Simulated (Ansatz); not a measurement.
Job for Ansatz (a program for electronic structure): U-CCSD(T)/def2-TZVPP on HIZn (SMILES [ZnH][I]), a point of a bond scan (R = 1.378 Å). Elements past Kr take the def2 small-core potentials; no spin–orbit coupling. The run froze 18 orbitals, filled d shells among them.

Ansatz 0.2 input:
```yaml
crystal:
  periodic: [false, false, false]
  atoms:
    - {symbol: Zn, position_ang: [-0.00000000, -0.00000000, -1.52518202]}
    - {symbol: H, position_ang: [-0.00000000, -0.00000000, -2.90287262]}
    - {symbol: I, position_ang: [0.00000000, 0.00000000, 0.92097000]}
basis:
  gaussian:
    orbitals: def2-TZVPP
correlation: {method: ccsd_t, electrons: outside_noble_gas}
scf: {omitted_lower_state_checks: [cluster_reference]}
magnetization: {spin_polarized: true, initial_magnetization: 0}
```

Output:

```
WARN ansatz: RAYON_NUM_THREADS=1 ignored (pool sized by the plan → 1); use --threads N
Functional definition: HF
these checks for a lower state are left out or cut short: cluster_reference
integrals: 0.36 GiB planned
1009 factors; integrals over basis functions are off by at most 1.5e-3 eV
mean field: 0.57 GiB planned
mean field evaluation 1: about -56465.1876 eV, gradient 1.1e1 eV
mean field evaluation 2: about -56465.1946 eV, gradient 1.1e1 eV
mean field evaluation 4: about -56466.0123 eV, gradient 1.9e0 eV
mean field evaluation 8: about -56466.0315 eV, gradient 3.5e-4 eV
mean field -56466.03146587 eV, -2075.0883823199 hartree, gradient 3.0e-6 eV, S^2 0.000000; 0 other end points of the search recorded, 0 dependent functions left out
18 core orbitals not correlated
reference -56466.03146587 eV, -2075.0883823199 hartree; 10, 10 occupied and 100, 100 virtual orbitals, 1009 factors
second order -17.62720298 eV of doubles, -0.00000000 eV of singles
coupled cluster: 0.76 GiB planned
cycle   1  -16.22087430 eV  change     1.4e0 eV  update   1.1e-1
cycle   2  -16.76571684 eV  change   -5.4e-1 eV  update   4.5e-2
cycle   3  -16.86457726 eV  change   -9.9e-2 eV  update   1.7e-2
cycle   4  -16.84528255 eV  change    1.9e-2 eV  update   5.4e-3
cycle   5  -16.84047509 eV  change    4.8e-3 eV  update   1.8e-3
cycle   6  -16.84169174 eV  change   -1.2e-3 eV  update   5.3e-4
cycle   7  -16.84160198 eV  change    9.0e-5 eV  update   1.9e-4
cycle   8  -16.84147574 eV  change    1.3e-4 eV  update   5.6e-5
cycle   9  -16.84152832 eV  change   -5.3e-5 eV  update   2.0e-5
cycle  10  -16.84153978 eV  change   -1.1e-5 eV  update   6.1e-6
perturbative correction -0.55246729 eV, -0.0203027983 hartree
Total energy: -56483.42547293 eV, -2075.7276002894 hartree
Checks for a lower state left out: cluster_reference
```

Self-consistency was reached.

Cost: about 26 core-seconds (a rough figure).
